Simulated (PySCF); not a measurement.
Several orderings of computed values.

Species are written as SMILES; each is one conformer at its optimised geometry, gas phase, non-relativistic unless stated; the electronic structure was computed with PySCF and density fitting.

Dipoles, sizes and rotational constants follow the conformer. The torsions of the flexible species, by atom-mapped SMILES:
- `[OH:1][CH2:2][c:3]1[n:4][c:5]([CH:6]([F:7])[F:8])[n:9][o:10]1`: O1–C2–C3–N4 22°, N4–C5–C6–F7 -54°, H–O1–C2–C3 -39°
- `[F:1][CH:2]([F:3])[CH2:4][c:5]1[cH:6][cH:7][n:8][o:9]1`: F1–C2–C4–C5 175°, C2–C4–C5–C6 98°
- `[CH3:1][O:2][Si@H:3]([NH2:4])[S:5][CH3:6]`: C1–O2–Si3–N4 -58°, O2–Si3–S5–C6 -49°, H–N4–Si3–O2 -44°, H–N4–Si3–O2 -178°

Problem. Rank by electronic spatial extent ⟨r²⟩ about the centre of nuclear charge, lowest first (PBE0/def2-SVPD at GFN2-xTB geometries).
A. `OCc1nc(C(F)F)no1`
B. `FC(F)Cc1ccno1`
C. `CO[Si@H](N)SC`
D. `O=C1[C@H](C)OC1`

Solution. D (520 bohr²), C (1048 bohr²), B (1281 bohr²), A (1584 bohr²).

Problem. By how much do the two ends of that ranking differ?

Solution. By 1064 bohr², between `OCc1nc(C(F)F)no1` and `C[C@@H]1OCC1=O`.

Problem. Rank by dipole moment, lowest first (PBE0/def2-SVPD at GFN2-xTB geometries).
A. `S(C)[Si@@H](N)OC`
B. `OCC1=NC(C(F)F)=NO1`
C. `C[C@@H]1OCC1=O`
D. `FC(F)Cc1ccno1`

Solution. C (1.17 D), A (1.53 D), B (1.84 D), D (2.11 D).

Problem. Rank by lowest singlet excitation, lowest first (TDDFT PBE0/def2-SVPD at GFN2-xTB geometries).
A. `CO[Si@H](N)SC`
B. `C[C@@H]1OCC1=O`
C. `FC(F)Cc1ccno1`
D. `OCC1=NC(C(F)F)=NO1`

Solution. B (4.31 eV), A (5.46 eV), D (6.01 eV), C (6.31 eV).

Problem. Give the two extremes of that set as wavelengths.

Solution. `C[C@@H]1OCC1=O`: 287 nm; `FC(F)Cc1ccno1`: 197 nm.

Problem. Rank by HOMO energy, lowest first (PBE0/def2-SVPD at GFN2-xTB geometries).
A. `FC(F)Cc1ccno1`
B. `CO[Si@H](N)SC`
C. `OCC1=NC(C(F)F)=NO1`
D. `C[C@@H]1OCC1=O`

Solution. C (-8.78 eV), A (-7.86 eV), D (-7.69 eV), B (-6.63 eV).

Problem. By how much do the two ends of that ranking differ?

Solution. By 2.15 eV, between `CO[Si@H](N)SC` and `OCc1nc(C(F)F)no1`.

Problem. Rank by HOMO–LUMO gap, lowest first (PBE0/def2-SVPD at GFN2-xTB geometries).
A. `FC(F)CC1=CC=NO1`
B. `C[C@@H]1OCC1=O`
C. `OCc1nc(C(F)F)no1`
D. `CO[Si@H](N)SC`

Solution. B (6.55 eV), D (6.84 eV), A (7.09 eV), C (7.28 eV).

Problem. Rank by lowest triplet excitation (Tamm–Dancoff), lowest first (TDA PBE0/def2-SVPD at GFN2-xTB geometries).
A. `CO[Si@H](N)SC`
B. `OCc1nc(C(F)F)no1`
C. `C[C@@H]1OCC1=O`
D. `FC(F)Cc1ccno1`

Solution. C (3.72 eV), D (4.21 eV), B (4.56 eV), A (5.09 eV).
